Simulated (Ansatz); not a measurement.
Geometry optimisation of `[NH2][Ga]([NH2])[NH2]`.

```yaml
crystal:
  periodic: [false, false, false]
  atoms:
    - {symbol: N, position_ang: [-1.297160, 1.252480, -0.331470]}
    - {symbol: Ga, position_ang: [-0.002310, 0.000030, 0.006810]}
    - {symbol: N, position_ang: [-0.437990, -1.784690, 0.025540]}
    - {symbol: N, position_ang: [1.692770, 0.527900, 0.457730]}
    - {symbol: H, position_ang: [-2.133980, 0.971770, -0.828760]}
    - {symbol: H, position_ang: [-1.027850, 2.176860, -0.647990]}
    - {symbol: H, position_ang: [-1.412150, -2.031300, 0.166470]}
    - {symbol: H, position_ang: [0.131460, -2.405470, 0.591450]}
    - {symbol: H, position_ang: [2.035460, 1.434070, 0.160780]}
    - {symbol: H, position_ang: [2.451750, -0.141650, 0.399430]}
basis:
  gaussian: {orbitals: def2-TZVP}
hamiltonian: {xc: pbe0, dispersion: d4}
relax: {f_tol: 0.005, max_steps: 150}
```

```sh
$ ansatz run in.yaml --threads 4 --pin off --events-out ev --progress --plain
```

Shortened log:

```
Functional definition: PBE0
mean field -56937.33860881 eV, -2092.4086003594 hartree, gradient 6.5e-5 eV, S^2 0.000000; 0 other end points of the search recorded, 0 dependent functions left out
relax step   1: F+E_penalty+E_count = -56937.48901233 eV  Δ(F+E_penalty+E_count) = +0.000e0 eV  max|allowed force component| = 2.943e-1 eV/Å  Δτ_max = 0.0000 Å  (26 SCF iters, accepted)
mean field -56937.34545645 eV, -2092.4088520058 hartree, gradient 2.0e-5 eV, S^2 0.000000; 0 other end points of the search recorded, 0 dependent functions left out
relax step   2: F+E_penalty+E_count = -56937.49622893 eV  Δ(F+E_penalty+E_count) = -7.217e-3 eV  max|allowed force component| = 1.335e-1 eV/Å  Δτ_max = 0.0167 Å  (30 SCF iters, accepted)
mean field -56937.34807216 eV, -2092.4089481313 hartree, gradient 2.0e-5 eV, S^2 0.000000; 0 other end points of the search recorded, 0 dependent functions left out
relax step   3: F+E_penalty+E_count = -56937.49918259 eV  Δ(F+E_penalty+E_count) = -2.954e-3 eV  max|allowed force component| = 4.390e-2 eV/Å  Δτ_max = 0.0131 Å  (30 SCF iters, accepted)
mean field -56937.34900015 eV, -2092.4089822341 hartree, gradient 2.0e-5 eV, S^2 0.000000; 0 other end points of the search recorded, 0 dependent functions left out
relax step   4: F+E_penalty+E_count = -56937.50017138 eV  Δ(F+E_penalty+E_count) = -9.888e-4 eV  max|allowed force component| = 4.361e-2 eV/Å  Δτ_max = 0.0115 Å  (30 SCF iters, accepted)
mean field -56937.34931352 eV, -2092.4089937503 hartree, gradient 1.9e-5 eV, S^2 0.000000; 0 other end points of the search recorded, 0 dependent functions left out
relax step   5: F+E_penalty+E_count = -56937.50056011 eV  Δ(F+E_penalty+E_count) = -3.887e-4 eV  max|allowed force component| = 1.635e-2 eV/Å  Δτ_max = 0.0123 Å  (30 SCF iters, accepted)
mean field -56937.34938216 eV, -2092.4089962727 hartree, gradient 2.0e-5 eV, S^2 0.000000; 0 other end points of the search recorded, 0 dependent functions left out
relax step   6: F+E_penalty+E_count = -56937.50059981 eV  Δ(F+E_penalty+E_count) = -3.969e-5 eV  max|allowed force component| = 2.990e-3 eV/Å  Δτ_max = 0.0077 Å  (31 SCF iters, accepted)
mean field -56937.34938216 eV, -2092.4089962727 hartree, gradient 2.0e-5 eV, S^2 0.000000; 1 other end points of the search recorded, 0 dependent functions left out
Total energy: -56937.50062993 eV, -2092.4145545257 hartree
Atom 0 at    -1.280005     1.249328    -0.360092 Å, force    -0.001614    -0.002076    -0.000375 eV/Å
Atom 1 at    -0.004080     0.000757     0.016490 Å, force     0.000454     0.002990     0.000399 eV/Å
Atom 2 at    -0.445967    -1.770779     0.061270 Å, force    -0.001010    -0.001668     0.001237 eV/Å
Atom 3 at     1.692263     0.528343     0.432153 Å, force     0.000526    -0.002673     0.000561 eV/Å
Atom 4 at    -2.145266     0.976124    -0.795634 Å, force    -0.000329    -0.000572     0.000178 eV/Å
Atom 5 at    -1.016761     2.175238    -0.653881 Å, force    -0.001318     0.001553    -0.000918 eV/Å
Atom 6 at    -1.412223    -2.040556     0.149562 Å, force     0.001391     0.001029    -0.000254 eV/Å
Atom 7 at     0.139432    -2.417306     0.564782 Å, force    -0.000039     0.001386    -0.001187 eV/Å
Atom 8 at     2.026001     1.436824     0.156100 Å, force     0.002032     0.000674     0.000378 eV/Å
Atom 9 at     2.446605    -0.137972     0.429239 Å, force    -0.000093    -0.000642    -0.000019 eV/Å
Dipole moment:     0.033146    -0.003682    -0.127932 e Å
```

Hardware: 4 threads of a server CPU on a shared host. Wall time 14 s, peak host memory 0.44 GiB.
